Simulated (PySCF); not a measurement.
Dimethylselenide, C₂H₆Se.
Bonds: C1–Se2, Se2–C3. Hydrogens: H4, H5, H6 on C1; H7, H8, H9 on C3.

Level of theory: core-valence-separated Tamm–Dancoff BHandHLYP/aug-pcX-1 (pcseg-1 on H, def2-SVPD on Se) in PySCF, non-relativistic, gas phase, PBE0-D3(BJ)/def2-SVP geometry. Absolute energies from this functional tend to lie a few eV below measured edges; no shift was applied.

Question: List the carbon K-edge absorption lines.

Answer: 
```json
{"E (eV)": "284.95", "f": "0.0910", "core hole on": "C1/C3", "main final orbital": "spread (2 roots, f summed)"}
{"E (eV)": "286.08", "f": "0.0268", "core hole on": "C1/C3", "main final orbital": "LUMO+1 (2 roots, f summed)"}
{"E (eV)": "286.65", "f": "0.0473", "core hole on": "C1/C3", "main final orbital": "spread (2 roots, f summed)"}
{"E (eV)": "286.92", "f": "0.0680", "core hole on": "C1/C3", "main final orbital": "LUMO+3 (2 roots, f summed)"}
{"E (eV)": "287.31", "f": "0.0182", "core hole on": "C1/C3", "main final orbital": "LUMO+4 (2 roots, f summed)"}
```

The first line with a tenth or more of the strongest one's intensity is at 284.95 eV (f = 0.091, sum of 2), with the hole on C1/C3 (sp3 carbon bound to selenium). It is also the strongest listed.

Roots within 0.03 eV whose holes lie on the same, on equivalent or on shared atoms are summed into one line, and the highest roots are left out, as the search may have cut off their partners. Final orbitals are the ground state's empty Kohn–Sham orbitals.

Question: What are the wavelength and the wavenumber of the 286.65 eV line?

Answer: λ = 12398.42 eV Å/286.65 eV = 43.253 Å; 2.3120 × 10⁶ cm⁻¹.

The list ends where the root search ended, not at a threshold. Relativistic effects, spin–orbit coupling among them, are left out although an element past zinc is present.
